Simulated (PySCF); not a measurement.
YF₃, SMILES [Y]([F])([F])[F].

Geometry: PBE0-D3(BJ)/def2-TZVP. The isomer is the one that the SMILES or the coordinates give; other isomers of the formula were not compared. The def2 effective core potentials stand for the cores of Y; spin–orbit coupling is left out.

The numbers are results of TDA-M06-2X/def2-SVPD (PySCF), not measurements.

Vertical excitations; the highest root listed may be one member of a degenerate set. The molecule is in vacuum. State labels are in the subgroup C2v.

### Question
Estimate the UV-visible absorptions. (The exact figures need the calculation; the answer reports its results.)

### Answer

```
state  symmetry  energy (eV)  λ (nm)      f                                                main pairs
-----  --------  -----------  ------  -----  --------------------------------------------------------
S1           B1         7.47     166  0.005                              HOMO−1→LUMO (degenerate set)
S2           A1         7.47     166  0.005                                HOMO→LUMO (degenerate set)
S3           B1         7.74     160  0.000                                          HOMO−2→LUMO 97 %
S4           B2         7.83     158  0.064                                          HOMO−3→LUMO 97 %
S5           B2         8.08     153  0.000                                          HOMO−4→LUMO 96 %
S6           A2         8.09     153  0.000                                          HOMO−5→LUMO 96 %
S7           A1         8.45     147  0.006                                          HOMO−7→LUMO 95 %
S8           B1         8.45     147  0.006                                          HOMO−6→LUMO 95 %
S9           A1         8.54     145  0.000                                          HOMO−8→LUMO 95 %
S10          B2         8.97     138  0.000  HOMO−1→LUMO+3 40 %, HOMO→LUMO+2 32 %, HOMO−2→LUMO+3 19 %
T1           B1         7.43     167      0                              HOMO−1→LUMO (degenerate set)
T2           A1         7.43     167      0                                HOMO→LUMO (degenerate set)
T3           B1         7.71     161      0                                          HOMO−2→LUMO 97 %
T4           B2         7.89     157      0                                          HOMO−3→LUMO 96 %
```
Triplets are in the Tamm–Dancoff approximation.
